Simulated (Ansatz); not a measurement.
`C=CC=[Se]` + `F[SiH2]O[SiH3]` → `C=C[SiH2]O[SiH2]F` + `C=[Se]`  (formal exchange of groups at a C–C bond)

Computed with Ansatz on PBE0-D4/def2-TZVP structures; ΔE is electronic, products minus reactants. CCSD(T)/CBS adds triple-zeta CCSD(T) − MP2 to the extrapolated MP2 energy (def2 sets, frozen cores). This one scheme is used for every species. DFT in def2-TZVPP. B3LYP here is the variant with VWN-RPA as its local correlation; programs differ in this. For Se outer-core shells are correlated without core-valence functions, which leaves a few kJ/mol of doubt a bond. Scalar relativity is left out up to krypton. Each species was taken in one conformer, which may not be the lowest.

CCSD(T)/CBS gives -4.4 kJ/mol.

(1) Another level gave +8.2 kJ/mol. Which?
A. LDA (SPW92)/def2-TZVPP
B. B3LYP-D4/def2-TZVPP
C. PBE/def2-TZVPP
D. ωB97X-V/def2-TZVPP

(2) What do rigid-rotor, harmonic-oscillator terms from PBE0-D4/def2-TZVP frequencies (298.15 K, 1 bar) make of the CCSD(T)/CBS value? (An estimate is asked.)

Largest T1 diagnostic among the species: 0.018.

Answers

(1) C. PBE 8.2, B3LYP-D4 3.2, ωB97X-V -4.5, LDA (SPW92) 14.0 kJ/mol.

(2) The calculation gave: ΔZPE = +1.1 kJ/mol, ΔH = -2.2 kJ/mol, ΔS = -7 J/(mol·K), ΔG = 0.0 kJ/mol. Modes under 50 cm⁻¹ make the entropy rough.

From r2SCAN to r2SCAN0 (25 % exact exchange), in def2-TZVPP and without D4, ΔE moves by −3.3 kJ/mol. Leaving LDA and LC-ωPBE aside and taking each functional with its dispersion term where it has one, the values, not all of them listed here, spread over 13.7 kJ/mol, from ωB97M-V to PBE-D4. LDA lies +5.8 kJ/mol from PBE without D4.
